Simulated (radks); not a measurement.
Problem. Valence configurations of Ho IV (all share [Xe]). All-electron calculation, scalar-relativistic Kohn-Sham, r2SCAN, spin-polarised, spherical densities, finite nucleus; open shells are filled with parallel spins first (spin-orbit coupling, left out, can overturn this in heavy ions); meta-GGA in the generalised Kohn-Sham scheme; Fermi nuclear charge, rms radius 5.2022 fm. Program: a radial shooting solver on a logarithmic mesh with Libxc functionals. Order these by energy: 4f9 6s1; 4f10; 4f8 6s2; 4f9.5 6p0.5; 4f9 6p1; 4f9 5d1.

Solution. From the lowest, in eV above it: 4f10 0.000; 4f9.5 6p0.5 8.539; 4f9 5d1 9.671; 4f9 6s1 12.705; 4f9 6p1 18.911; 4f8 6s2 34.649. NIST lists [Xe] 4f10 as the ground configuration; this level of theory agrees among the configurations tried. The energies are those of spherical high-spin densities, not of single terms.
